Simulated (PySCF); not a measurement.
This PySCF input asks for the NMR shieldings of SMILES C1C[SiH2]C1, C3H8Si; the geometry comes from PBE0-D3(BJ)/def2-SVP.

```python
import basis_set_exchange as bse
import numpy as np
from pyscf import gto, dft
from pyscf.prop import nmr

atoms = """
C     0.708565    0.199176    0.798850
C     0.845497   -0.804191   -0.378207
Si   -0.979450   -0.444009   -0.749979
C    -0.503704    1.045917    0.323774
H     1.619956    0.778934    1.023237
H     0.442698   -0.344452    1.720379
H     1.489272   -0.396399   -1.174726
H     1.201356   -1.812981   -0.126948
H    -1.924607   -1.388672   -0.075926
H    -1.436929   -0.242723   -2.161581
H    -0.176012    1.888779   -0.306450
H    -1.168772    1.436509    1.106528
"""
names = dict.fromkeys(["C", "Si", "H"], "pcSseg-1")
basis = {el: gto.basis.parse(bse.get_basis(n, elements=[el], fmt="nwchem")) for el, n in names.items()}
mol = gto.M(atom=atoms, basis=basis, charge=0, verbose=0)
mf = dft.RKS(mol, xc="PBE0")
mf.grids.level = 2
mf.grids.alignment = dft.numint.BLKSIZE   # the property module wants whole blocks of grid points
mf.conv_tol = 1e-9
mf.kernel()

calc = nmr.RKS(mf)   # GIAO
C = mf.mo_coeff
Co = C[:, mf.mo_occ > 0]
resp = mf.gen_response(singlet=True, hermi=2)
def vind(x):   # induced exchange potential for any number of trial vectors
    d = np.einsum("pi,xij,qj->xpq", C, 2 * x.reshape(-1, C.shape[1], Co.shape[1]), Co, optimize=True)
    return np.einsum("xpq,pi,qj->xij", resp(d - d.transpose(0, 2, 1)), C, Co, optimize=True).ravel()
mo1, _ = nmr.rhf.solve_mo1(calc, with_cphf=vind)
sigma = calc.kernel(mo1)
for i, s in enumerate(sigma):   # ppm
    print("%2d %-2s %9.2f" % (i, mol.atom_pure_symbol(i), np.trace(s) / 3))
```

Question: Give the expected output.

Answer: 
```
 0 C     159.24
 1 C     172.94
 2 Si    375.87
 3 C     172.92
 4 H      28.89
 5 H      29.05
 6 H      29.92
 7 H      30.27
 8 H      26.45
 9 H      26.35
10 H      29.92
11 H      30.27
```

These numbers come from an equivalent density-fitted implementation of the same equations, which agrees with the script to about 0.01 ppm for H and up to a few tenths of a ppm for heavy atoms, so last digits may differ.

Question: Turn these shieldings into chemical shifts. δ = σ(ref) − σ, references computed at the same level: $^{13}$C (σref 184.41), $^{29}$Si (σref 351.99), $^{1}$H (σref 31.27) vs TMS.

Answer: Averaging equivalent atoms: C 0: 25.2; C 1/3: 11.5; Si 2: -23.9; H 8/9: 4.87; H 4/5: 2.30; H 6/7/10/11: 1.17 ppm. 

Size and cost of the density-fitted run: 115 basis functions, 7.3 s wall time on 1 thread of an Arm Neoverse V1, shared host; peak memory 0.52 GiB.
